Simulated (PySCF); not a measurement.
Compound: C₅H₄O₃ (charge +1 and doublet state).
Z-matrix (Å and degrees, GFN2-xTB geometry), rows numbered from 1:
```
O 
C   1  1.2026
O   2  1.3042  1  126.81
C   2  1.4954  1  120.94  3   179.95
C   4  1.4070  2  126.69  1  -179.84
O   5  1.3195  4  109.76  2   180.00
C   6  1.3300  5  108.57  4    -0.04
C   4  1.3970  2  127.18  1     0.08
H   3  0.9772  2  113.52  1     0.03
H   5  1.0787  4  130.80  2     0.02
H   7  1.0786  6  118.52  5  -179.99
H   8  1.0738  4  127.57  2    -0.01
```

The hyperfine couplings belong to this conformer and change with its torsions.

The species is `[CH]1[CH+]C(C(O)=O)=CO1` [radical] (charge +1).

Computed with UKS B3LYP, pcH-1 on C H O, non-relativistic, mean-field spin-orbit, GIAO in PySCF 2.14.0. Isolated species at its GFN2-xTB geometry (one conformer only). The geometry wasn't refined by DFT: couplings that depend on bond lengths, twists or pyramidal angles can differ widely from those at the functional's own minimum, by a factor of two or more for some ions and for spin on atoms past the first row. No stability test was run, so a lower SCF solution isn't excluded.

Where do the isotropic ENDOR lines of H11, H10, H12 and H9 fall at 342.4 mT, to first order?

For S = 1/2 in fast tumbling each set of equivalent nuclei gives two lines, ν± = |νn ± a/2| to first order, with νn = g_N μN B/h and μN/h = 7.62259 MHz/T.

| nuclei | isotope | g_N | νn (MHz) | a_iso (MHz) | lower line (MHz) | upper line (MHz) |
| --- | --- | --- | --- | --- | --- | --- |
| H11 | 1H | 5.5857 | 14.58 | -40.78 | 5.81 | 34.97 |
| H10 | 1H | 5.5857 | 14.58 | -40.70 | 5.77 | 34.93 |
| H12 | 1H | 5.5857 | 14.58 | -7.09 | 11.03 | 18.12 |
| H9 | 1H | 5.5857 | 14.58 | -0.63 | 14.26 | 14.89 |

Which pairs are centred on the nuclear Larmor frequency, and which on half the coupling?

Centred on νn, since |a| < 2νn: H12 and H9. Centred on |a|/2 and split by 2νn: H11 and H10.
